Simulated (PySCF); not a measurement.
# PBE0 on Ag⁺ (silver, charge +1)

Configuration: [Kr] 4d9 5p1, one real determinant (an excited configuration). All numbers are calculated (PySCF 2.14, scalar relativity through the core potential, in def2-TZVPPD with the def2 core potential (28 electrons) (6s4p3d2f1g, 56 functions)).

```json
{
  "Total energy": "-146.3140 hartree",
  "One-electron energy": "-251.6016 hartree",
  "Hartree (Coulomb) energy": "118.9862 hartree",
  "Exchange-correlation energy": "-13.6985 hartree",
  "⟨S²⟩": "2.0007",
  "⟨L²⟩": "8.012",
  "Sum of ⟨r⟩": "23.37 bohr",
  "Sum of ⟨r²⟩": "41.27 bohr²",
  "Traceless quadrupole moment −½Σ⟨3z² − r²⟩ along its main axis": "-4.92 e·bohr²"
}
```

| shell | electrons | mean orbital energy (eV) | spread (eV) | rms radius, mean of both spins (bohr) |
| --- | --- | --- | --- | --- |
| 4s α | 1 | -117.43 | 0 | 0.974 |
| 4s β | 1 | -116.20 | 0 | 0.974 |
| 4p α | 3 | -78.837 | 1.465 | 1.07 |
| 4p β | 3 | -77.478 | 0.245 | 1.07 |
| 4d α | 5 | -23.196 | 1.618 | 1.45 |
| 4d β | 4 | -22.291 | 0.461 | 1.45 |
| 5p α | 1 | -9.323 | 0 | 3.69 |

⟨L²⟩ = 8.01 against 12 for a pure F term, so this real determinant mixes terms. Energies and moments cover only the electrons outside the core potential.
